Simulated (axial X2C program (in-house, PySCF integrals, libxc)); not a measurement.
Curves of TlO by EOM-IP-CCSD

Computed with an in-house all-electron X2C program for linear molecules (integrals from PySCF): two-component X2C with atomic mean-field Coulomb and Gaunt terms, Gaussian nuclei, basis Tl dyall-acv3z, O dyall-av3z with contracted cores.

Energies in eV from the lowest point of the lowest state; states are followed by energy order within each Ω. Reference: TlO⁻, 20 electrons correlated in 82 virtual spinors with an MP2 remainder; levels at this size can be off by some tenths of an eV. Masses 204.974 and 15.995 u.

| R (Å) | (1)Ω=1/2 | (1)Ω=3/2 | (2)Ω=1/2 | (3)Ω=1/2 |
| --- | --- | --- | --- | --- |
| 1.831 | 0.2995 | 1.0839 | 1.1913 | 4.9623 |
| 1.910 | 0.0731 | 0.5515 | 0.6276 | 4.7356 |
| 1.990 | 0.0000 | 0.2416 | 0.2922 | 4.7330 |
| 2.079 | 0.0173 | 0.0786 | 0.1086 | 4.8975 |
| 2.169 | 0.0375 | 0.0818 | 0.1820 | 5.1859 |
| 2.288 | 0.1398 | 0.2813 | 0.4736 | 5.6364 |

T1 of the reference reaches 0.040 (Lee–Taylor). Curves followed by order can swap character. Number of frozen shells: Tl 5 s, 4 p, 2 d, 1 f; O 1 s. Roots with under 60 % one-particle weight at any point are counted in the labels but not shown, and the list ends where the roots sought for some Ω run out; states that need a further excitation are missing and may lie low or lowest. Curves with a minimum but no constants failed the fit check.
